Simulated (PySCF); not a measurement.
C5H5Cl. Atoms are numbered in the order given.

```xyz
11

C      3.3265     0.9828     0.2070
C      2.4650     0.1379     0.1082
C      1.4059    -0.8692     0.0043
C      0.0444    -0.3258     0.3686
C     -0.9897    -0.3486    -0.4718
Cl    -2.5672     0.2618    -0.0662
H      4.0924     1.7303     0.2904
H      1.3869    -1.2840    -1.0180
H      1.6546    -1.7134     0.6745
H     -0.0724     0.1060     1.3670
H     -0.9305    -0.7531    -1.4856
```
Charge 0, spin multiplicity 1.

The structure is a stationary point at B3LYP-D3(BJ)/def2-SVP. The structure was generated by enumeration; whether it is a known compound was not checked. Other conformers were not sampled.

Method: PySCF with PBE/def2-TZVP.

The molecule is in vacuum.

Computed frontier levels, gap, dipole moment and polarisability:
```json
{
  "highest_occupied_level": "-6.24 eV",
  "lowest_empty_level": "-1.35 eV",
  "orbital_gap": "4.89 eV",
  "dipole_moment": "1.32 D",
  "quadrupole, principal values (traceless, Buckingham form, about the centre of nuclear charge)": "-3.95, -0.41, 4.36 D·Å",
  "mean_static_polarisability": "72.9 bohr³ (10.80 Å³)",
  "polarisability_principal_values": "51.1, 59.3, 108.3 bohr³"
}
```
